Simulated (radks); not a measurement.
Values are calculated unless marked as measured or tabulated.
All-electron atom: Te in [Kr] 4d10 5s2 5p4.

Code: a radial shooting solver on a logarithmic mesh with Libxc functionals. Model: scalar-relativistic Kohn-Sham, LDA (Slater exchange, Perdew-Zunger correlation), spin-unpolarised, spherical densities, finite nucleus; Fermi nuclear charge, rms radius 4.7423 fm.

Energy parts (Ry):
part                        energy
total                 -13577.28220
kinetic                14221.01764
electron-nucleus      -32854.22218
Hartree                 5395.59568
exchange-correlation    -339.67334

Orbitals (lengths in bohr, moments of r in powers of bohr; r(max) is where P^2 peaks):
[
 {"orbital": "1s", "occ.": "2", "eigenvalue (Ry)": "-2321.902", "<r^4>": "2.880e-06", "r(max)": "0.01796"},
 {"orbital": "2s", "occ.": "2", "eigenvalue (Ry)": "-356.1415", "<r^4>": "0.0004941", "r(max)": "0.1015"},
 {"orbital": "2p", "occ.": "6", "eigenvalue (Ry)": "-319.9089", "<r^4>": "0.0003560", "r(max)": "0.08124"},
 {"orbital": "3s", "occ.": "2", "eigenvalue (Ry)": "-70.83600", "<r^4>": "0.02155", "r(max)": "0.2930"},
 {"orbital": "3p", "occ.": "6", "eigenvalue (Ry)": "-59.05442", "<r^4>": "0.02265", "r(max)": "0.2865"},
 {"orbital": "3d", "occ.": "10", "eigenvalue (Ry)": "-41.18191", "<r^4>": "0.02001", "r(max)": "0.2376"},
 {"orbital": "4s", "occ.": "2", "eigenvalue (Ry)": "-12.05238", "<r^4>": "0.6477", "r(max)": "0.7006"},
 {"orbital": "4p", "occ.": "6", "eigenvalue (Ry)": "-8.39311", "<r^4>": "0.9109", "r(max)": "0.7375"},
 {"orbital": "4d", "occ.": "10", "eigenvalue (Ry)": "-3.06464", "<r^4>": "2.190", "r(max)": "0.8108"},
 {"orbital": "5s", "occ.": "2", "eigenvalue (Ry)": "-1.12888", "<r^4>": "37.82", "r(max)": "1.784"},
 {"orbital": "5p", "occ.": "4", "eigenvalue (Ry)": "-0.44961", "<r^4>": "117.1", "r(max)": "2.158"},
 {"orbital": "6s", "occ.": "0", "eigenvalue (Ry)": "-0.03720", "<r^4>": "7842", "r(max)": "5.787"}
]

The highest occupied level is 5p at -6.117 eV. The density falls to 0.001 e/bohr^3 at r = 4.62 bohr.
